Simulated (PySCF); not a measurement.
# Two-component Hartree-Fock for Au³⁺ (gold, charge +3)

Start: [Xe] 4f14 5d8; 5d3/2 filled at m_j = -3/2, -1/2, +1/2, +3/2; 5d5/2 filled at m_j = -1/2, +1/2, +3/2, +5/2. Calculated with PySCF 2.14 in x2c-SVPall-2c: generalised Hartree-Fock with the X2C-1e Hamiltonian and a Gaussian nucleus; one run each with spin-orbit coupling (SO) switched off, then screened by Boettger's factors.

```
spinor shell  electrons  ε, spin-free (eV)  ε, screened SO (eV)  weight of nominal j (screened SO)  rms radius, screened SO (bohr)
       1s1/2          2           -81209.3             -81178.2                              1.000                          0.0190
       2s1/2          2           -14511.7             -14501.9                              1.000                          0.0769
       2p1/2          2           -12563.6             -13885.5                              1.000                          0.0651
       2p3/2          4           -12563.6             -12043.9                              1.000                          0.0731
       3s1/2          2            -3522.6              -3519.2                              1.000                           0.196
       3p1/2          2            -2948.5              -3242.9                              1.000                           0.188
       3p3/2          4            -2948.5              -2830.2                              1.000                           0.204
       3d3/2          4            -2324.9              -2375.2                              1.000                           0.180
       3d5/2          6            -2324.9              -2288.0                              1.000                           0.183
       4s1/2          2            -830.75              -829.60                              1.000                           0.432
       4p1/2          2            -639.25              -710.47                              1.000                           0.438
       4p3/2          4            -639.25              -610.22                              1.000                           0.471
       4d3/2          4            -404.10              -414.74                              1.000                           0.486
       4d5/2          6            -404.10              -395.72                              1.000                           0.496
       5s1/2          2            -164.33              -164.05                              1.000                           0.995
       4f5/2          6            -141.06              -142.69                              0.998                           0.544
       4f7/2          8            -141.06              -138.77                              0.999                           0.545
       5p1/2          2            -110.49              -123.09                              0.995                            1.13
       5p3/2          4            -110.49              -105.00                              0.997                            1.16
       5d3/2          4            -47.931              -49.100                              0.914                            1.51
       5d5/2          4            -47.931              -46.803                              0.931                            1.55
```

```json
{"quantity": "E (hartree)", "spin-free": "-18994.34357", "screened SO": "-19023.51984"}
{"quantity": "M_J", "spin-free": "4", "screened SO": "4"}
{"quantity": "⟨J²⟩", "spin-free": "20.008", "screened SO": "20.007"}
{"quantity": "⟨L²⟩", "spin-free": "12.006", "screened SO": "12.471"}
{"quantity": "⟨S²⟩", "spin-free": "2.002", "screened SO": "2.050"}
```

Each row is a mean over spinors that exchange with the open shell spreads, by up to 7.349 eV (5p3/2).

Breit and QED terms are absent; they matter most for the inner s and p1/2 levels.

Densities and radii are taken from the X2C orbitals without a picture-change correction, which distorts them close to the nucleus.

Without spin-orbit coupling the j labels of p, d and f shells carry no meaning; the spin-free column gives the mean over the occupied spinors of each nl shell.
